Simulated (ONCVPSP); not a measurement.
Hg (Z = 80): variants of one ONCV potential

Base potential:

```
Element                 : mercury
Generator               : ONCVPSP 4.0.1
Type                    : optimised norm-conserving Vanderbilt (ONCV)
Functional              : Wu-Cohen
Relativity              : scalar-relativistic
Frozen core             : [Kr] 4d10 4f14
Valence charge          : 20
Reference configuration : 5s2 5p6 5d10 6s1.5 (charge +0.5)
Partial waves           : 5s+6s: rc 1.75 bohr, ncon 4, nbas 8, qcut 9.1 1/bohr, 2 projectors; 5p: rc 1.05 bohr, ncon 3, nbas 6, qcut 7.6 1/bohr, 2 projectors, debl 1.5 Ha; 5d: rc 2.00 bohr, ncon 3, nbas 8, qcut 7.8 1/bohr, 3 projectors, debl 3.7 Ha
Local potential         : polynomial inside 0.70 bohr (lpopt 5, dvloc0 0 Ha)
Core correction         : Teter function, fcfact 2.75, rcfact 1.65
```

In the p channel the program set the typed energies aside and used -2.608, 0.250 Ha.

Cutoffs, loose and tight: the cutoffs (Ha) at which the residual kinetic energy of the hardest occupied pseudo-wave falls to 1 and 0.1 mHa per electron. They do not see the model core or the augmentation charge, which bear on the density cutoff. Test errors are all-electron minus pseudo excitation energies from the reference, over the configurations 5s2 5p6 5d10 6s2; 5s2 5p6 5d10 6s1; 5s2 5p6 5d10 6s0; 5s2 5p5 5d10 6s2. A dash means not determined; rows that change the core or the reference have their own tests.

A true bound ghost makes a file unfit for plane-wave use even where its test errors are small: the radial tests pick states by their node count and pass the ghost by.

| change | outcome | cutoff, loose | cutoff, tight | bound ghosts | GHOST(+) flags above zero | largest test error (meV) |
| --- | --- | --- | --- | --- | --- | --- |
| base | generated, projector energies reset by the program | 93 Ha | 153 Ha | s | p, d | -118 |
| s: ncon 5, nbas 9 | generated, projector energies reset by the program | 93 Ha | 153 Ha | s | p, d | -119 |
| s: rc 2.46 | generated, projector energies reset by the program | 93 Ha | 153 Ha | s | p, d | -115 |
| s: qcut 7.3 | generated, projector energies reset by the program | 93 Ha | 153 Ha | s | p, d | -116 |
| core [Kr] 4d10, valence charge 34; reference 4f14 5s2 5p6 5d10 6s1.5 6p0.5; waves now 5s+6s: rc 1.45 bohr, ncon 3, nbas 7, qcut 10 1/bohr, 2 projectors; 5p+6p: rc 1.65 bohr, ncon 4, nbas 7, qcut 7.3 1/bohr, 2 projectors; 5d: rc 1.95 bohr, ncon 4, nbas 9, qcut 7 1/bohr, 2 projectors, debl 2.2 Ha; 4f: rc 0.90 bohr, ncon 3, nbas 7, qcut 20.6 1/bohr, local; local potential the f channel | generated | 178 Ha | 193 Ha | s, p, d | none | -221 over the solved tests; 1 of 4 tests not solved or not reliable |
| reference 5s2 5p6 5d10 6s1 6p1; wave 5p: rc 1.05 bohr, ncon 3, nbas 6, qcut 7.6 1/bohr, 2 projectors, debl 1.5 Ha becomes 5p+6p: rc 1.05 bohr, ncon 3, nbas 6, qcut 7.6 1/bohr, 2 projectors | generated | 93 Ha | 153 Ha | s | p, d | -13 |
| s: nbas 7 | generated, projector energies reset by the program | 93 Ha | 153 Ha | s | p, d | -119 |
| d: debl 1.9 | generated, projector energies reset by the program | 93 Ha | 153 Ha | s | p, d | -118 |
| functional LDA (Perdew-Wang 92) | generated, projector energies reset by the program | 93 Ha | 153 Ha | s | p, d | -116 |
| p: rc 1.02 | generated, projector energies reset by the program | 99 Ha | 162 Ha | s | p, d | -116 |
